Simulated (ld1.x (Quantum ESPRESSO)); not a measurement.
# Plane-wave convergence, RRKJ potential for La

```json
{"Element": "La", "Generator": "ld1.x (Quantum ESPRESSO) 7.5", "Type": "norm-conserving RRKJ (Kleinman–Bylander form)", "Functional": "PBE", "Relativity": "scalar-relativistic", "Frozen core": "[Kr]", "Valence charge": "21", "Reference configuration": "4d10 4f0 5s2 5p6 5d1 6s1 6p0 (charge +1)", "Partial waves": "5s (bound): rc 1.55 bohr; 5p (bound): rc 2.45 bohr; 4d (bound): rc 1.05 bohr; 4f (bound, empty): rc 1.65 bohr", "Local potential": "all-electron potential smoothed inside 1.90 bohr (lloc = -1)", "Core correction": "a·sin(br)/r model core, default radius (core density twice the valence density)", "rho0": "0.005"}
```

Occupied shells without a wave of their own: 5d, 6s. They enter only through the test configuration that unscreens the potential, and ld1.x also counts them in the model core charge.

The pseudo-atom Hamiltonian at the reference potential is diagonalised in spherical Bessel functions j_l(qr) that vanish at 20 bohr, with q² up to the cutoff. All-electron valence levels (Ry): 5s -3.2885, 6s -0.6132, 5p -2.0727, 6p -0.3969, 4d -8.0628, 5d -0.6254, 4f -0.7472.

Question: How do the lowest levels (Ry) of each channel move with the cutoff, and are there ghosts?

Answer:

```json
{"cutoff (Ry)": "8", "s #1": "-2.9157", "s #2": "-0.5757", "p #1": "-2.0599", "p #2": "-0.3979", "d #1": "-1.0951", "d #2": "-0.2065", "f #1": "-0.0943", "f #2": "0.0004", "Σ f·Δε (mRy)": "70892.4"}
{"cutoff (Ry)": "15", "s #1": "-3.1742", "s #2": "-0.6028", "p #1": "-2.0682", "p #2": "-0.4016", "d #1": "-1.8516", "d #2": "-0.2551", "f #1": "-0.0959", "f #2": "-0.0024", "Σ f·Δε (mRy)": "62684.3"}
{"cutoff (Ry)": "30", "s #1": "-3.2555", "s #2": "-0.6125", "p #1": "-2.0726", "p #2": "-0.4017", "d #1": "-3.7163", "d #2": "-0.3603", "f #1": "-0.0988", "f #2": "-0.0078", "Σ f·Δε (mRy)": "43733.9"}
{"cutoff (Ry)": "45", "s #1": "-3.2712", "s #2": "-0.6180", "p #1": "-2.0727", "p #2": "-0.4018", "d #1": "-5.7637", "d #2": "-0.4642", "f #1": "-0.2351", "f #2": "-0.0774", "Σ f·Δε (mRy)": "23117.8"}
{"cutoff (Ry)": "60", "s #1": "-3.2855", "s #2": "-0.6226", "p #1": "-2.0727", "p #2": "-0.4018", "d #1": "-7.1585", "d #2": "-0.5205", "f #1": "-0.6501", "f #2": "-0.0882", "Σ f·Δε (mRy)": "9081.0"}
{"cutoff (Ry)": "90", "s #1": "-3.2885", "s #2": "-0.6236", "p #1": "-2.0727", "p #2": "-0.4018", "d #1": "-7.9740", "d #2": "-0.5474", "f #1": "-0.7461", "f #2": "-0.0889", "Σ f·Δε (mRy)": "892.0"}
{"cutoff (Ry)": "140", "s #1": "-3.2886", "s #2": "-0.6236", "p #1": "-2.0727", "p #2": "-0.4018", "d #1": "-8.0627", "d #2": "-0.5500", "f #1": "-0.7471", "f #2": "-0.0889", "Σ f·Δε (mRy)": "1.8"}
{"cutoff (Ry)": "200", "s #1": "-3.2886", "s #2": "-0.6236", "p #1": "-2.0727", "p #2": "-0.4018", "d #1": "-8.0629", "d #2": "-0.5500", "f #1": "-0.7472", "f #2": "-0.0889", "Σ f·Δε (mRy)": "0.4"}
{"cutoff (Ry)": "400", "s #1": "-3.2886", "s #2": "-0.6236", "p #1": "-2.0727", "p #2": "-0.4018", "d #1": "-8.0629", "d #2": "-0.5500", "f #1": "-0.7472", "f #2": "-0.0889", "Σ f·Δε (mRy)": "0.0"}
```

Result: no extra level below or beside the all-electron valence levels (s, p, d, f tested); 10 mRy is reached at 140 Ry and 1 mRy at 160 Ry.

The potential misses its own reference levels by up to 1.0 eV, so it is not fit for use. ld1.x takes every shell without a wave as core, so the model core holds the 5d, 6s electrons as well and exchange and correlation see them twice. This cancels in the reference configuration, but the file is broken for other ones, and its errors say nothing about a proper core correction. Its largest configuration-test error is -1061 meV.
